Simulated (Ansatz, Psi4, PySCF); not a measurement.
C6H15Al (SMILES [CH3][Al]([CH3])[C](C)(C)C), singlet, at a GFN2-xTB geometry (such geometries of metal compounds can be far from the true shape), atoms displaced at random by about 0.08 Å a coordinate. Base run: R2SCAN/STO-3G, gradient (PySCF).

Input for PySCF:
```python
from pyscf import gto, scf, dft

mol = gto.M(
    atom='''
Al    1.03902543   -0.29359699    0.16904198
C     2.29038473    0.28631839   -1.34961856
H     3.25079447   -0.14456532   -1.32213853
H     2.37824607    1.45259481   -1.56374129
H     1.99175529   -0.12823704   -2.36252225
C     1.65124792   -1.12414964    1.66012183
H     0.91401088   -2.25515556    1.85258316
H     1.36658971   -0.74025810    2.63613511
H     2.65325774   -1.35626369    1.69503712
C    -0.95829501    0.14812269   -0.04766616
C    -1.77821346   -0.92449318   -0.92508694
C    -1.65276652    0.36310895    1.20840723
C    -1.10186586    1.60712118   -0.98368491
H    -2.72273818   -0.64502998   -1.08697785
H    -1.56584102   -1.76142923   -0.21387317
H    -1.30910609   -1.09205711   -1.92707788
H    -1.55477470   -0.58047958    1.85768606
H    -1.13277838    1.18977777    1.87037283
H    -2.61303848    0.57576767    1.30616987
H    -0.73750847    2.25278921   -0.24080123
H    -0.86381663    1.49060066   -1.95013502
H    -2.14208657    1.66226135   -1.02000036
''',
    basis='sto-3g',
    verbose=4,
)

mf = dft.RKS(mol)
mf.xc = 'r2scan'
mf.kernel()
g = mf.nuc_grad_method()
grad = g.kernel()
```

Programs used: Ansatz (an electronic-structure program), Psi4, PySCF; a row that names a program was run with it.

The coordinate followed is y of atom 12.

The base run was repeated with changes; each row names its change, and settings that it needs were set with it.

| change | dE/dx (Eh/bohr) | net force (Eh/bohr) |
|---|---|---|
| base | 0.015871 | 0.000584 |
| density fitting = on | 0.015869 | 0.000584 |
| code = psi4 | 0.015859 | 0.000375 |
| grids.level = 1; grid_response = on | 0.015878 | 0.000000 |
| grids.level = 0; grid_response = off | 0.016860 | 0.012161 |
| code = ansatz | 0.015880 | 0.000000 |
| finite difference step (bohr) = 0.01; conv_tol = 1e-11 | 0.015848 | - |
| conv_tol = 1e-4 | 0.016022 | 0.000593 |
| grids.level = 0; grid_response = on | 0.015093 | 0.000000 |
| finite difference step (bohr) = 1e-5; conv_tol = 1e-11 | 0.015856 | - |
| grid_response = on | 0.015856 | 0.000000 |
| finite difference step (bohr) = 1e-3; conv_tol = 1e-11 | 0.015856 | - |

The net force is zero for an exact gradient.
